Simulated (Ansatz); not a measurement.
`N[Si]N` + HBr → `N[Si]Br` + NH₃ at 700 K and 1 bar (ligand exchange at the Si–N bond).

Isolated molecules relaxed with PBE0-D4/def2-TZVP in Ansatz; ΔE leaves out vibrations. CCSD(T)/CBS is the MP2 limit (def2-TZVPP, def2-QZVPP) plus CCSD(T) − MP2 in def2-TZVPP, frozen cores. This one scheme is used for every species. For Br outer-core shells are correlated without core-valence functions, which leaves a few kJ/mol of doubt a bond. Scalar relativity is left out up to krypton. Each species was taken in one conformer, which may not be the lowest.

```
  species  CCSD(T)/CBS energy (Eh)  H − E (kJ/mol)  S (J/(mol·K))
 `N[Si]N`               -400.92619           190.1          353.8
      HBr              -2573.91920            36.5          223.7
`N[Si]Br`              -2918.35423           115.9          356.2
      NH₃                -56.50880           116.9          226.5
```

H − E and S are ideal-gas, rigid-rotor, harmonic terms from PBE0-D4/def2-TZVP, for one conformer and one mirror image of each species. 1 Eh = 2625.50 kJ/mol, R = 8.31446 J/(mol·K).

Problem. By hand: ΔE, ΔH, ΔS and ΔG.

Solution. ΔE = (-2918.35423) + (-56.50880) − (-400.92619) − (-2573.91920) = -0.01764 Eh = -46.3 kJ/mol. Δ(H − E) = 115.9 + 116.9 − 190.1 − 36.5 = 6.2, so ΔH = -40.1 kJ/mol. ΔS = 356.2 + 226.5 − 353.8 − 223.7 = 5.2 J/(mol·K). ΔG = -40.1 − 700 × (5.2)/1000 = -43.7 kJ/mol.

Problem. By hand: the equilibrium constant, and the temperature at which ΔG would vanish if ΔH and ΔS stayed fixed.

Solution. log₁₀ K = −ΔG/(RT ln 10) = 3.3. ΔH and −TΔS have one sign here, so there is no such temperature.

The number of gas molecules stays the same, so ΔS is small and ΔH decides. A doubt of 5 kJ/mol in ΔE shifts log₁₀ K by 0.4 here. Other conformers and mirror images would add mixing entropy, several J/(mol·K) or more a flexible species. These are equilibria of isolated gas molecules and say nothing of rates. Largest T1 diagnostic: 0.013 (customary marks: 0.02 for closed shells, 0.045 for open ones).

ΔS is within the doubt of such terms, so its sign, and with it that verdict, could turn.
